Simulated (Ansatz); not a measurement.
Consider the formal exchange of groups at the Al–B bond: `[BH2][AlH][OH]` + `CC(C)N` → `C[CH](C)[AlH][OH]` + `BN`.

Program: Ansatz. Geometries: PBE0-D4/def2-TZVP. ΔE: electronic, gas phase. CBS: MP2 limit from def2 TZ/QZ plus the TZ coupled-cluster correction, frozen cores. This one scheme is used for every species. Functionals use def2-TZVPP. B3LYP here is the variant with VWN-RPA as its local correlation; programs differ in this. One conformer a species, not always the lowest.

`[BH2][AlH][OH]`:

Cartesian coordinates in Å:
```
B -1.497 0.246 0.217
Al 0.579 0.243 -0.220
O 1.433 -1.177 0.172
H -1.938 0.626 1.266
H -2.326 -0.111 -0.572
H 1.380 1.455 -0.877
H 2.370 -1.281 0.015
```

`CC(C)N`:

Z-matrix (Å, degrees):
```
C
C 1 1.517
H 1 1.094 2 111.2
H 1 1.093 2 110.1 3 119.6
H 1 1.092 2 111.0 3 -119.9
C 2 1.517 1 111.4 3 179.9
N 2 1.458 1 108.8 3 -60.1
H 2 1.104 1 107.8 3 61.7
H 6 1.094 2 111.2 1 -179.8
H 6 1.092 2 111.0 1 -59.9
H 6 1.093 2 110.1 1 60.5
H 7 1.013 2 110.6 1 60.0
H 7 1.013 2 110.6 1 178.4
```

`C[CH](C)[AlH][OH]`:

Cartesian coordinates in Å:
```
C 0.150 0.383 1.658
C -0.328 -0.245 0.348
C -1.321 0.659 -0.380
Al 1.166 -0.827 -0.781
O 0.950 -0.752 -2.466
H 0.666 1.333 1.483
H 0.842 -0.264 2.204
H -0.692 0.600 2.326
H -0.854 -1.178 0.607
H -0.866 1.617 -0.648
H -1.686 0.209 -1.306
H -2.190 0.882 0.251
H 2.545 -1.381 -0.210
H 1.619 -1.035 -3.088
```

`BN`:

```xyz
6

B     0.161   -0.342    0.569
N    -0.166    0.352   -0.585
H     1.112   -1.069    0.558
H    -0.515   -0.196    1.545
H    -0.950    0.979   -0.647
H     0.357    0.277   -1.440
```

```
             level  ΔE (kJ/mol)  difference from CCSD(T)/CBS
            PBE-D4       -223.7                         -7.0
           BLYP-D4       -227.0                        -10.3
            B97M-V       -219.8                         -3.1
          B3LYP-D4       -224.9                         -8.2
           ωB97X-V       -213.8                          2.9
            B2PLYP       -223.9                         -7.2
          PBE-QIDH       -220.0                         -3.3
            revPBE       -218.2                         -1.5
              PBE0       -218.3                         -1.6
           r2SCANh       -224.4                         -7.7
RPA@PBE/def2-TZVPP       -208.2                          8.5
    MP2/def2-TZVPP       -227.5                        -10.8
     HF/def2-QZVPP       -201.3                         15.4
SCS-MP2/def2-QZVPP       -220.0                         -3.3
      HF/CBS(def2)       -201.2                         15.5
     MP2/CBS(def2)       -227.9                        -11.2
       CCSD(T)/CBS       -216.7                            0
```

Largest T1 diagnostic among the species: 0.012.

At CCSD(T), def2-SVP lies −3.6 kJ/mol from the extrapolated value and def2-TZVPP +0.4 kJ/mol. In def2-TZVPP, CCSD(T) changes the Hartree–Fock value by −14.9 kJ/mol (the triples alone add −3.4 kJ/mol) and MP2 by −26.1 kJ/mol.
